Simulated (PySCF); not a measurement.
An unknown is described by computed data only.

Formula: C6H11B3.

- Valence photoelectron: vertical ionisation energy: 8.96 eV [ΔSCF PBE0/def2-SVPD]
- UV, first state: lowest singlet excitation: 3.16 eV (392 nm, f = 0.000) [TDDFT PBE0/def2-SVPD]
- Dipole: 1.78 D [PBE0/def2-SVPD]
- 1H NMR: chemical shifts (computed TMS as zero) by class: 7.97 (2 H), 7.02 (2 H), 6.00 (1 H), 1.14 (6 H) ppm [GIAO PBE0/pcSseg-1]
- 13C NMR: chemical shifts (computed TMS as zero) by class: 177.9 (2 C), 151.8 (2 C), 17.2 (2 C) ppm [GIAO PBE0/pcSseg-1]
- Rotational structure: rotational constants A, B, C: 2.703, 1.021, 0.948 GHz [PBE0-D3(BJ)/def2-SVP]
- UV, strongest line: among the 10 lowest singlet transitions: S2 at 3.37 eV (367 nm, f = 0.082) [TDDFT PBE0/def2-SVPD]
- Polarisability: 115.6 au [PBE0/def2-SVPD]

The electronic properties come from PySCF, for the isolated species, density fitting. Levels stand in brackets. One conformer (not necessarily the lowest) at the PBE0-D3(BJ)/def2-SVP geometry, without solvent, vibrations or thermal averaging. Each NMR value is the plain mean over a class of atoms that symmetry, rotation or inversion makes alike.

Task: Give a SMILES that accounts for the data.

Result: Numbering: `[CH3:1][B:2]([CH3:3])[B:4]1[CH:5]=[CH:6][BH:7][CH:8]=[CH:9]1`. 6 carbons fall into 3 classes; from least to most shielded: unsaturated ring CH carbon [C5/C9] (177.9 ppm, 2 C), unsaturated ring CH carbon [C6/C8] (151.8 ppm, 2 C), chain sp3 carbon bound to boron [C1/C3] (17.2 ppm, 2 C). Hydrogen classes from least to most shielded: 2 H on 2 unsaturated ring CH carbons, C5/C9 (7.97 ppm), 2 H on 2 unsaturated ring CH carbons, C6/C8 (7.02 ppm), 1 H on a ring boron, B7 (6.00 ppm), 6 H on 2 like atoms (sp3 carbon bound to boron), C1/C3 (1.14 ppm, a mean of values up to 1.1 ppm apart in this geometry). The optimised geometry has point group C1 and is an asymmetric top. Structure: `CB(C)B1C=CBC=C1`. The assignments are read from this structure; whether some other isomer fits the data as well wasn't checked.

Shape of the structure used: `[CH3:1][B:2]([CH3:3])[B:4]1[CH:5]=[CH:6][BH:7][CH:8]=[CH:9]1`: C1–B2–B4–C5 -78°.
